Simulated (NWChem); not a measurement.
Lowest excitation of F3Sc

```xyz
4

Sc     0.0000     0.0000     0.0000
F      0.0000     0.0000     1.8325
F     -1.5870     0.0000    -0.9163
F      1.5870     0.0000    -0.9163
```
Charge 0, spin multiplicity 1.

Program: NWChem. All single points use one geometry, from PBE/def2-SVP, a minimum by its harmonic frequencies.

Basis set: def2-SVP.

```csv
method,lowest vertical singlet excitation energy (eV),relative cost,difference from EOM-CCSD
TD-LDA (SVWN5),5.56,1,-2.30
CIS,10.36,under 3,+2.50
TD-PBE,5.50,under 3,-2.36
TD-B3LYP,6.31,under 3,-1.55
EOM-CCSD,7.86,3,0.00
```

The values span 4.85 eV, from TD-PBE (lowest) to CIS (highest). Relative cost: rough, from shared machines, SCF included, TD-LDA (SVWN5) = 1.

The correlated methods keep 8 core orbitals frozen. B3LYP has NWChem's definition, with VWN1-RPA local correlation. The structure started from a generated list of species. No row is a measurement; the coupled-cluster row has its own basis-set and correlation limits.
